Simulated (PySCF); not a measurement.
## How methods differ on the excitation energy of Be

Be [He] 2s2 (1S) → Be [He] 2p2 (3P), as a difference of total energies. All numbers are calculated (PySCF 2.14, scalar relativity by spin-free X2C-1e, in aug-cc-pCVTZ-DK with one added diffuse shell each of s, p, d, f type (8s7p5d3f, 75 functions)). Correlated levels: valence: 1s2 frozen. The calculations carry no spin-orbit coupling.

| method | excitation energy (cm⁻¹) | error (cm⁻¹) |
| --- | --- | --- |
| UHF | 52016 | -7680 |
| MP2 (valence) | 56998 | -2698 |
| SCS-MP2 (valence) | 59148 | -548 |
| CCSD (valence) | 60057 | +361 |

Reference: 59696 cm⁻¹ (measured; NIST levels, between the centres of gravity of the two terms).

Errors of the correlated levels include the incompleteness of this basis and the frozen core.

With two correlated electrons CCSD is exact in that space.
